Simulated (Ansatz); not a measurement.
Mo(NH)2F2 (MoN2F2H2). The state is a singlet with charge 0. Geometry PBE-D4/def2-SVP.

```xyz
7

Mo    0.340   -0.169   -0.401
N     0.466   -0.594    1.275
H     0.179   -0.580    2.261
N    -1.029    0.874   -0.612
H    -1.847    1.408   -0.294
F     0.018   -1.738   -1.367
F     1.872    0.799   -0.862
```

In the def2 sets Mo takes a core potential; there is no spin–orbit coupling. B3LYP takes the VWN-RPA correlation. The restricted singlet is unstable towards broken spin symmetry in Hartree–Fock (as tested in another run); at PBE-D4/def2-SVP, r2SCAN-D4/def2-TZVP, B3LYP-D4/def2-TZVP, PBE0-D4/def2-SVP and others this wasn't settled.

Task: Estimate the orbital energies around the gap (eV) in Ansatz with PBE-D4/def2-SVP, r2SCAN-D4/def2-TZVP, B3LYP-D4/def2-TZVP, PBE0-D4/def2-SVP, r2SCAN0-D4/def2-TZVP.

Result: 
```tsv
orbital	PBE-D4/def2-SVP	r2SCAN-D4/def2-TZVP	B3LYP-D4/def2-TZVP	PBE0-D4/def2-SVP	r2SCAN0-D4/def2-TZVP
HOMO−9	-11.24	-11.94	-13.09	-13.28	-13.79
HOMO−8	-11.01	-11.68	-12.83	-13.01	-13.48
HOMO−7	-10.47	-11.15	-12.36	-12.56	-13.05
HOMO−6	-10.35	-11.03	-12.22	-12.40	-12.89
HOMO−5	-9.65	-10.38	-11.59	-11.74	-12.26
HOMO−4	-9.57	-10.30	-11.47	-11.58	-12.13
HOMO−3	-8.13	-8.62	-9.56	-9.77	-10.08
HOMO−2	-7.69	-8.23	-9.15	-9.33	-9.68
HOMO−1	-7.28	-7.75	-8.61	-8.75	-9.06
HOMO	-6.90	-7.38	-8.23	-8.37	-8.69
LUMO	-2.82	-3.01	-2.56	-2.16	-2.30
LUMO+1	-2.30	-2.53	-2.05	-1.64	-1.82
LUMO+2	-1.95	-2.03	-1.61	-1.20	-1.26
LUMO+3	-1.70	-1.79	-1.31	-0.92	-0.98
LUMO+4	-0.76	-0.82	-0.53	-0.01	-0.11
LUMO+5	-0.42	-0.03	-0.32	0.25	0.40
```
